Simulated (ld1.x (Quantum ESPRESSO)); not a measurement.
**What one change does to a pseudopotential (caesium (Cs), TM)**

* Element: caesium (Cs)
* Generator: ld1.x (Quantum ESPRESSO) 7.5
* Type: norm-conserving Troullier–Martins (Kleinman–Bylander form)
* Functional: PBE
* Relativity: fully relativistic
* Frozen core: [Kr] 4d10
* Valence charge: 9
* Reference configuration: 5s2 5p6 5d1 6s0 6p0
* Partial waves: 5s (bound): rc 2.95 bohr; 5p (bound): rc 3.15 bohr; 5d (bound): rc 4.20 bohr
* Local potential: the d channel
* Core correction: Bessel-smoothed model core inside 1.45 bohr

Open shells are filled in proportion to 2j + 1 (rel_dist='average').

All-electron outer shells of the reference configuration (PBE, scalar-relativistic, ld1.x):

| shell | level (eV) | outermost node (bohr) | outermost maximum (bohr) |
| --- | --- | --- | --- |
| 4p | -160.99 | 0.36 | 0.67 |
| 4d | -74.42 | 0.33 | 0.72 |
| 5s | -26.87 | 0.82 | 1.54 |
| 5p | -13.69 | 0.89 | 1.79 |
| 6s | -2.22 | 2.11 | 4.68 |
| 6p | -0.94 | 2.61 | 7.34 |
| 5d | -0.58 | 1.06 | 3.46 |

Change: wave 5s (bound): rc 2.95 bohr becomes 5s (bound): rc 3.56 bohr.

Cutoffs: the cutoffs (Ry, on a coarse ladder) from which the occupation-weighted sum of valence levels, in a spherical-Bessel basis at the reference potential, stays within 10 and 1 mRy of its value at 400 Ry; they do not see the model core or the augmentation charge, which bear on the density cutoff. Errors are all-electron minus pseudo energies relative to the spin-unpolarised reference configuration.

Q: How do hardness, ghosts and transferability respond?

A: The potential gets softer (10 Ry and 18 Ry → 8 Ry and 15 Ry); both files keep a bound ghost (s); the number of tests that count goes from 6 to 7; of the 6 tests that both files solve, the error grows in 0 and shrinks in 4 by more than 15 % and 0.3 meV (median size 777.6 → 576.8 meV). A larger radius leaves more room for a smooth pseudo-wave, so fewer plane waves are needed. That the errors move this way runs against the usual rule that smaller radii transfer better.

```csv
quantity,base,changed
"cutoff, loose",10 Ry,8 Ry
"cutoff, tight",18 Ry,15 Ry
loose cutoff by channel (10 mRy a level),"s 8 Ry, p 8 Ry, d 6 Ry","s 6 Ry, p 8 Ry, d 6 Ry"
bound ghosts,s,s
"tests counted (converged, no solver errors)",6 of 7,7 of 7
"error for 5s2 5p6 5d0 6s1 6p0, meV [ΔE -1.67 eV]",+1251,+951
"error for 5s2 5p6 5d0 6s0 6p0, meV [ΔE 2.19 eV]",+13,+13
"error for 5s2 5p6 5d0 6s0.5 6p0, meV [ΔE -0.20 eV]",+856,+641
"error for 5s2 5p6 5d0 6s0 6p1, meV [ΔE -0.30 eV]",+12,+12
"error for 5s2 5p5 5d0 6s1 6p0, meV [ΔE 16.24 eV]",+3004,+2273
"error for 5s2 5p6 5d0.5 6s0.5 6p0, meV [ΔE -0.83 eV]",+699,+513
s: phases at 4.53 bohr within 0.05 rad from the reference energy up to (Ry; the scan ends near 5),n/a,n/a
p1/2: phases at 4.53 bohr within 0.05 rad from the reference energy up to (Ry; the scan ends near 5),0.1,0.1
p3/2: phases at 4.53 bohr within 0.05 rad from the reference energy up to (Ry; the scan ends near 5),0.1,0.1
d3/2: phases at 4.53 bohr within 0.05 rad from the reference energy up to (Ry; the scan ends near 5),n/a,n/a
d5/2: phases at 4.53 bohr within 0.05 rad from the reference energy up to (Ry; the scan ends near 5),1.1,1.1
```

Base: Tests not counted: 5s1 5p6 5d0 6s1 6p0 (solver errors, printed error -2.3 eV). These tests converged, but a pseudo level misses the all-electron one widely, so the file describes the atom poorly there or has found another state: 5s2 5p6 5d0 6s0.5 6p0: 6s by 1.2 eV; 5s2 5p5 5d0 6s1 6p0: 5p by 2.0 eV (a node warning on the way); 5s2 5p6 5d0.5 6s0.5 6p0: 6s by 1.2 eV. Changed file: These tests converged, but a pseudo level misses the all-electron one widely, so the file describes the atom poorly there or has found another state: 5s1 5p6 5d0 6s1 6p0: 6s by 1.7 eV (a node warning on the way). A true bound ghost makes a file unfit for plane-wave use even where its test errors are small: the radial tests pick states by their node count and pass the ghost by. Where a test does run into it, the solver fails or the error is huge.
